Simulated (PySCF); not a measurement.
Vertical excitations of a molecule C3H7AlO2 from TDA-PBE/def2-SVPD (PySCF), as energy in eV (oscillator strength): 4.69 (0.044), 5.38 (0.027), 6.01 (0.000), 6.10 (0.016), 6.26 (0.143), 6.47 (0.022), 6.52 (0.021), 6.58 (0.058), 6.67 (0.025), 6.73 (0.035). Lowest triplet (TDA): 4.02 eV. The structure is a stationary point at B3LYP-D3(BJ)/def2-SVP. Other conformers were not sampled.

Task: Which structure fits?
(A) C=C[CH2][Al]([OH])[OH]
(B) [CH3][AlH][O]C(C)=O
(C) C=[CH][Al]([OH])[O]C

Result: A, C=C[CH2][Al]([OH])[OH]
